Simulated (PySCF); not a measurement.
One of the candidates below gave these computed data.

All candidates are C4H9ClSSi.

- Triplet: lowest triplet excitation (Tamm–Dancoff): 4.51 eV [TDA B3LYP/def2-SVPD]
- UV, first state: lowest singlet excitation: 5.07 eV (245 nm, f = 0.004) [TDDFT B3LYP/def2-SVPD]
- Rotational structure: rotational constants A, B, C: 1.883, 0.866, 0.655 GHz [GFN2-xTB]
- UV, strongest line: among the 8 lowest singlet transitions: S4 at 6.22 eV (199 nm, f = 0.048) [TDDFT B3LYP/def2-SVPD]
- 13C NMR: chemical shifts (computed TMS as zero) by class: 144.9 (1 C), 123.3 (1 C), 43.5 (1 C), 31.7 (1 C) ppm [GIAO PBE0/pcSseg-1]
- Dipole: 0.99 D [B3LYP/def2-SVPD]
- NMR, other nuclei: isotropic shieldings of nuclei other than C and H, by class: 357 (1 Si), 614 (1 S), 994 (1 Cl) ppm [GIAO PBE0/pcSseg-1]

Gas-phase values; electronic properties from PySCF, density fitting. Levels stand in brackets. Geometry: GFN2-xTB, one conformer, isolated molecule. NMR values are class means; diastereotopic atoms form classes of their own.

Problem. Which candidate is it?
A. `C/C=C(\Cl)SC[SiH3]`
B. `C[C@@H]1CS[Si@@H](Cl)C1`
C. `C[C@@H]1CS[Si@H](Cl)C1`
D. `Cl[SiH]1CCSCC1`
E. `C=CCCS[SiH2]Cl`

Solution. E. It is `C=CCCS[SiH2]Cl`. Numbering: `[CH2:1]=[CH:2][CH2:3][CH2:4][S:5][SiH2:6][Cl:7]`. Its formula, C4H9ClSSi, gives 1 degree of unsaturation: 0 rings and 1 π bond in the structure found. 4 carbons fall into 4 classes; from least to most shielded: alkene CH carbon [C2] (144.9 ppm), terminal =CH2 carbon [C1] (123.3 ppm), allylic carbon [C3] (43.5 ppm), sp3 carbon bound to sulfur [C4] (31.7 ppm). The other shieldings belong to: 357 ppm, chlorine-bound silicon [Si6]; 614 ppm, sulfur bonded to C and Si [S5]; 994 ppm, silicon-bound chlorine [Cl7]. S1 is mainly HOMO→LUMO (weight 0.95); the largest Löwdin shares of the orbital it empties are 0.68 on the sulfur bonded to C and Si, 0.09 on the sp3 carbon bound to sulfur, 0.08 on the chlorine-bound silicon and 0.04 on the allylic carbon, of the orbital it fills 0.26 on the sulfur bonded to C and Si, 0.21 on the chlorine-bound silicon, 0.15 on the silicon-bound chlorine and 0.09 on the sp3 carbon bound to sulfur. The optimised geometry has point group C1 and is an asymmetric top.

The others, at the same levels:
- `C[C@@H]1CS[Si@@H](Cl)C1` fails: its computed 13C shifts are 46.1 (1 C), 38.5 (1 C), 31.0 (1 C), 22.1 (1 C) ppm, lowest singlet excitation is 5.45 eV (227 nm, f = 0.004) (against 5.07 eV) and lowest triplet excitation (Tamm–Dancoff) is 5.05 eV (against 4.51 eV).
- `C[C@@H]1CS[Si@H](Cl)C1` fails: its computed 13C shifts are 45.9 (1 C), 41.8 (1 C), 32.1 (1 C), 24.0 (1 C) ppm, lowest singlet excitation is 5.40 eV (229 nm, f = 0.001) (against 5.07 eV) and lowest triplet excitation (Tamm–Dancoff) is 5.01 eV (against 4.51 eV).
- `C/C=C(\Cl)SC[SiH3]` fails: its computed 13C shifts are 146.0 (1 C), 132.9 (1 C), 18.5 (1 C), 18.1 (1 C) ppm, lowest singlet excitation is 4.77 eV (260 nm, f = 0.039) (against 5.07 eV) and lowest triplet excitation (Tamm–Dancoff) is 3.76 eV (against 4.51 eV).
- `Cl[SiH]1CCSCC1` fails: it has 2 carbon classes against 4; its computed 13C shifts are 33.7 (2 C), 22.6 (2 C) ppm, lowest singlet excitation is 5.35 eV (232 nm, f = 0.001) (against 5.07 eV) and lowest triplet excitation (Tamm–Dancoff) is 4.99 eV (against 4.51 eV).

Each candidate is one conformer, not necessarily the lowest. Dipoles, sizes and rotational constants follow the conformer. The torsions of the flexible species, by atom-mapped SMILES:
- `[CH2:1]=[CH:2][CH2:3][CH2:4][S:5][SiH2:6][Cl:7]`: C1–C2–C3–C4 122°, C2–C3–C4–S5 176°, C3–C4–S5–Si6 71°, C4–S5–Si6–Cl7 37°
- `[CH3:1]/[CH:2]=[C:3](\[Cl:4])[S:5][CH2:6][SiH3:7]`: C2–C3–S5–C6 140°, C3–S5–C6–Si7 -177°

The conformers of `C[C@@H]1CS[Si@@H](Cl)C1`, `C[C@@H]1CS[Si@H](Cl)C1` and `Cl[SiH]1CCSCC1` aren't listed.
